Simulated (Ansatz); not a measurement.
Li₃Se⁺, relaxed as a quintet with UKS r2SCAN-D4/def2-TZVP in Ansatz, starting from the r2SCAN-D4/def2-TZVP geometry of the charge +1 singlet. Force threshold 0.02 eV/Å.

At r2SCAN-D4/def2-TZVP a singlet of charge 1 lies 6.58 eV below the quintet, each at its own geometry. The structure comes from a short search, and lower isomers may exist.

Start:

```xyz
4

Li   -0.229    2.141    0.792
Li    0.879   -1.633    1.350
Li   -0.662   -0.511   -2.138
Se    0.011    0.003   -0.005
```

```tsv
step	energy (eV)	largest force component (eV/Å)	SCF passes
1	-65950.9732	1.863	84
2	-65951.7839	1.419	204
3	-65952.3701	1.127	122
4	-65952.8625	0.877	81
5	-65953.2387	0.534	67
6	-65953.5147	0.315	64
7	-65953.6845	0.190	57
8	-65953.7927	0.145	54
9	-65953.8618	0.107	53
10	-65953.9147	0.079	62
11	-65953.9720	0.115	49
13	-65954.1072	0.180	46
15	-65954.2860	0.222	50
17	-65954.4639	0.143	48
19	-65954.5221	0.042	45
21	-65954.5658	0.056	42
23	-65954.6281	0.138	45
25	-65954.7290	0.140	51
27	-65954.8672	0.152	43
29	-65954.9737	0.063	46
31	-65954.9992	0.011	43
33 (rejected)	-65954.9992	0.009	42
34	-65954.9994	0.009	38
```

Force components are those of the run's own axes.

End:

```xyz
4

Li    0.2113    2.4342    2.2312
Li    0.0081   -0.0233    0.0038
Li   -1.1368    0.0058   -3.1139
Se    0.9174   -2.4168    0.8789
```

Bonds lost: Li1–Se4, Li3–Se4 (atoms count from 1).

The force fell under the threshold at step 31, but the optimiser went on. No frequencies were taken in this run, so the end may be a saddle point.

It took 2.1 min on 4 threads of Arm Neoverse V2 on a shared host.
